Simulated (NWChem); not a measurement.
# C2HBrCl2; SMILES ClC(Cl)=CBr

Results from NWChem. Pople sets run with spherical d functions. Medium grid unless said otherwise, to which SCAN and Minnesota functionals are sensitive. Geometry: optimised at PBE0/def2-SVP.

Task: Order these by “dipole (D)”, lowest first: MPW1K/6-31G*; LDA (Slater exchange, VWN5)/6-31G*; B97-2/6-31G*.

Result: LDA (Slater exchange, VWN5)/6-31G* (0.81), B97-2/6-31G* (0.87), MPW1K/6-31G* (0.93)
